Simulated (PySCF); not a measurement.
# Simulated absorption spectrum

Compound: C₆H₁₃P.
InChI=1S/C6H13P/c1-6-4-3-5-7(6)2/h6H,3-5H2,1-2H3/t6-,7?/m1/s1

Computed with PySCF, TDDFT wB97X-D/def2-SVPD, vertical, gas phase, core orbitals frozen in the response. One conformer (not necessarily the lowest) at the GFN2-xTB geometry, without solvent, vibrations or thermal averaging.

Each state is given a Gaussian of 0.4 eV full width at half maximum, with ε(max) = 2.175×10⁸ f / Δν̃ (Δν̃ the width in cm⁻¹). The width is an assumption, not a result. The curve ends short of the highest state used, and states not computed would add to its high-energy end.

(E (eV), ε (L mol⁻¹ cm⁻¹)): (5.81, 12), (5.84, 23), (5.88, 50), (5.91, 86), (5.94, 144), (5.98, 276), (6.01, 432), (6.05, 753), (6.08, 1102), (6.11, 1567), (6.15, 2392), (6.18, 3176), (6.22, 4429), (6.25, 5494), (6.29, 6999), (6.32, 8114), (6.35, 9139), (6.39, 10245), (6.42, 10799), (6.46, 11093), (6.49, 10966), (6.53, 10372), (6.56, 9668), (6.59, 8816), (6.63, 7574), (6.66, 6650), (6.70, 5525), (6.73, 4803), (6.77, 4022), (6.80, 3564), (6.83, 3200), (6.87, 2831), (6.90, 2627), (6.94, 2449), (6.97, 2395), (7.01, 2458), (7.04, 2631), (7.07, 2926), (7.11, 3516), (7.14, 4093), (7.18, 4985), (7.21, 5689), (7.25, 6566), (7.28, 7100), (7.31, 7470), (7.35, 7646), (7.38, 7523), (7.42, 7039), (7.45, 6482), (7.48, 5814), (7.52, 4847), (7.55, 4136), (7.59, 3290), (7.62, 2770), (7.66, 2259), (7.69, 2012)

(1) Where are the band maxima, and which computed states make them?

(2) On this curve, what absorbance would a 10⁻⁵ mol/L sample give at 193 nm over a 1 cm path?

(3) Coming from long wavelengths, where does ε first pass 100 L mol⁻¹ cm⁻¹?

## Answers

(1) 192 nm (6.46 eV), ε about 11000, made up of S1 (42%) and S2 (57%); 169 nm (7.35 eV), ε about 7600, made up of S4 (99%) (ε in L mol⁻¹ cm⁻¹; maxima over ε = 5, shares over 10%). The states used: S1 6.41 eV (f 0.073); S2 6.49 eV (f 0.095); S3 6.86 eV (f 0.030); S4 7.35 eV (f 0.112); S5 7.68 eV (f 0.0056); S6 7.92 eV (f 0.023); S7 8.21 eV (f 0.015); S8 8.29 eV (f 0.135).

(2) 193 nm is 6.424 eV, where ε is about 11000 L mol⁻¹ cm⁻¹, so A = ε c l ≈ 0.11 (Beer–Lambert, with the gas-phase spectrum and the assumed width).

(3) At about 209 nm (5.92 eV), 0.49 eV below S1.
